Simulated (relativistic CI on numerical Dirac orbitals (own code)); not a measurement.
# Sensitivity of the levels of Yb LI to α and to the nuclear radius

These numbers are calculated, not measured: Dirac-Coulomb-Breit CI, KLI orbitals optimised for each configuration, derivatives by finite differences, unscaled Slater integrals, QED left out (own radial code, finite nucleus).

CI space (outside the closed core [Ne]): 3s2.3p6.3d2, 3s2.3p5.3d3, 3s.3p6.3d3, 3s2.3p6.3d.4s, 3s2.3p6.3d.4p, 3s2.3p6.4s2. Double excitations out of closed p, d and f shells are left out; levels of such configurations are missing from the list, as are those of other unlisted configurations, and high levels can miss mixing partners.

With x = (α/α₀)² − 1 an excitation energy changes as ω = ω₀ + qx; K = 2q/ω₀ is the relative enhancement. Terms are leading LS components, so labels can repeat. The field-shift factor is F = δν/δ⟨r²⟩ for the transition from the lowest level.

Lowest level 3s2.3p6.3d2 3F_2.

```tsv
Level	ω₀ (cm⁻¹)	q (cm⁻¹)	K	F (GHz/fm²)
3s2.3p6.3d2 3P_0	178724	21620	0.242	0.545
3s2.3p6.3d2 3F_3	441473	471300	2.13	9.5
3s2.3p6.3d2 3P_2	522570	470700	1.8	8.76
3s2.3p6.3d2 1G_4	546150	477400	1.75	9.85
3s2.3p6.3d2 3P_1	558507	480500	1.72	8.65
3s2.3p6.3d2 3F_4	947954	934600	1.97	18.7
3s2.3p6.3d2 3P_2	1009264	950000	1.88	18.2
3s2.3p6.3d2 1S_0	1205308	941500	1.56	20
3s2.3p5.3d3 3D°_2	2038836	126700	0.124	15.6
3s2.3p5.3d3 5D°_1	2071214	151800	0.147	15.9
3s2.3p5.3d3 5D°_0	2105937	142100	0.135	16
3s2.3p5.3d3 3F°_3	2122318	122400	0.115	15.8
3s2.3p5.3d3 5F°_3	2413665	581100	0.482	24.6
```

At this charge energies of transitions that change n are usually good to better than 1 %, and those within a shell (Δn = 0) to a few per cent.
